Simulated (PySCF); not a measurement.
Dipole response of Sn²⁺ (tin, charge +2)

[Kr] 4d10 5s2, closed-shell 1S. Computed with PySCF 2.14 in aug-cc-pVTZ-DK3, with scalar relativity by spin-free X2C-1e. Coupled (time-dependent) response in atomic units; α is the mean over directions.

| method | mean α (bohr³) | C₆ (like pair) | S(−4) |
| --- | --- | --- | --- |
| UHF | 17.81 | 96.78 | 132.5 |
| PBE | 14.85 | 77.37 | 87.38 |
| PBE0 | 15.54 | 81.70 | 97.01 |
| wB97X-V | 16.01 | 84.80 | 104.2 |
| BP86 | 14.85 | 77.45 | 87.35 |

S(−4) is the Cauchy moment in α(ω) = α(0) + S(−4) ω² + …

α(iu) at wB97X-V:

```json
{"u (hartree)": "0", "α(iu) (bohr³)": "16.01"}
{"u (hartree)": "0.0500", "α(iu) (bohr³)": "15.75"}
{"u (hartree)": "0.100", "α(iu) (bohr³)": "15.04"}
{"u (hartree)": "0.200", "α(iu) (bohr³)": "12.79"}
{"u (hartree)": "0.300", "α(iu) (bohr³)": "10.37"}
{"u (hartree)": "0.500", "α(iu) (bohr³)": "6.792"}
{"u (hartree)": "0.750", "α(iu) (bohr³)": "4.405"}
{"u (hartree)": "1.00", "α(iu) (bohr³)": "3.148"}
{"u (hartree)": "1.50", "α(iu) (bohr³)": "1.899"}
{"u (hartree)": "2.00", "α(iu) (bohr³)": "1.287"}
{"u (hartree)": "3.00", "α(iu) (bohr³)": "0.6999"}
{"u (hartree)": "5.00", "α(iu) (bohr³)": "0.2940"}
```

A single London oscillator, α(iu) = α/(1 + u²/ω²), gives C₆ = (3/4) ω α². Matching the computed C₆ needs ω = 4 × 84.80 / (3 × 16.01²) = 0.441 hartree.

For an ion, C₆ is the dispersion term alone; charge-induced terms of lower order in 1/R come first.
